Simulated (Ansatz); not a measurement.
`CC(C)Br` and `CC(C)(C)Br` differ in one atom or group.

Ansatz, PBE0-D4/def2-TZVP geometries, multiplicity 1. 

Scalar relativity is left out up to krypton. Spin–orbit coupling is left out; it splits and shifts lone-pair levels of the heavy atoms by tenths of an eV.

```csv
property,`CC(C)Br`
zero-point energy (PBE0-D4/def2-TZVP) / kJ/mol,247.3
size of the dipole moment (ωB97M-V/def2-TZVPP) / D,2.27
LUMO energy (PBE0/def2-TZVPP) / eV,0.14
LUMO energy (ωB97M-V/def2-TZVPP) / eV,2.15
HOMO energy (B3LYP/def2-TZVPP) / eV,-7.52
LUMO energy (PBE/def2-TZVPP) / eV,-0.90
```

Problem. Give the same properties after the change, and the shifts. (An estimate is asked.)

Solution. Computed: 
```tsv
property	`CC(C)(C)Br`	shift
zero-point energy (PBE0-D4/def2-TZVP) / kJ/mol	320.0	72.7
size of the dipole moment (ωB97M-V/def2-TZVPP) / D	2.35	0.08
LUMO energy (PBE0/def2-TZVPP) / eV	0.02	-0.12
LUMO energy (ωB97M-V/def2-TZVPP) / eV	2.06	-0.09
HOMO energy (B3LYP/def2-TZVPP) / eV	-7.46	0.06
LUMO energy (PBE/def2-TZVPP) / eV	-1.02	-0.12
```

With PBE0 the HOMO rises by 0.07 eV and the LUMO falls by 0.12 eV, so the gap narrows by about 0.19 eV. PBE moves the HOMO by 0.06 eV and ωB97M-V by 0.06 eV. The zero-point energy changes by 72.7 kJ/mol with +9 modes. Dipoles are sizes alone; their direction can turn.

B3LYP here is the variant with VWN-RPA as its local correlation; programs differ in this.
